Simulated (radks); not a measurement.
Problem. Ionisation ladder of chlorine, from Cl to Cl16+. Each ion is in the ground configuration listed by NIST, and IE = E(next ion) - E(this ion), with E = 0 for the bare nucleus. Calculated with a radial shooting solver on a logarithmic mesh with Libxc functionals: non-relativistic Kohn-Sham, PBE, spin-polarised, spherical densities, point nucleus; open shells are filled with parallel spins first.

| species | configuration | IE, Delta-SCF (eV) | -e(HOMO) (eV) | HOMO | <r> HOMO (bohr) |
|---|---|---|---|---|---|
| Cl | [Ne] 3s2 3p5 | 13.063 | 8.134 | 3p down | 1.86 |
| Cl+ | [Ne] 3s2 3p4 | 23.642 | 18.199 | 3p down | 1.73 |
| Cl2+ | [Ne] 3s2 3p3 | 39.647 | 33.095 | 3p up | 1.59 |
| Cl3+ | [Ne] 3s2 3p2 | ? | 46.347 | 3p up | 1.51 |
| Cl4+ | [Ne] 3s2 3p1 | 67.527 | 60.351 | 3p up | 1.44 |
| Cl5+ | [Ne] 3s2 | 96.570 | 89.137 | 3s | 1.31 |
| Cl6+ | [Ne] 3s1 | 114.69 | 106.97 | 3s up | 1.27 |
| Cl7+ | [Ne] | 348.68 | 323.06 | 2p | 0.401 |
| Cl8+ | [He] 2s2 2p5 | 401.11 | 374.62 | 2p down | 0.388 |
| Cl9+ | [He] 2s2 2p4 | 454.74 | 427.81 | 2p down | 0.377 |
| Cl10+ | [He] 2s2 2p3 | ? | 501.02 | 2p up | 0.361 |
| Cl11+ | [He] 2s2 2p2 | 592.50 | 561.61 | 2p up | 0.351 |
| Cl12+ | [He] 2s2 2p1 | ? | 623.54 | 2p up | 0.342 |
| Cl13+ | [He] 2s2 | 744.34 | 720.07 | 2s | 0.388 |
| Cl14+ | [He] 2s1 | 807.18 | 782.48 | 2s up | 0.381 |
| Cl15+ | [He] | 3644.4 | 3542.4 | 1s | 0.0904 |
| Cl16+ | 1s1 | ? | 3823.7 | 1s up | 0.0884 |

Estimate the withheld Delta-SCF values.

Solution. Cl3+: 53.299 eV (NIST 53.2); Cl10+: 531.17 eV (NIST 530.0); Cl12+: 654.65 eV (NIST 656.3); Cl16+: 3929.2 eV (NIST 3946.3).
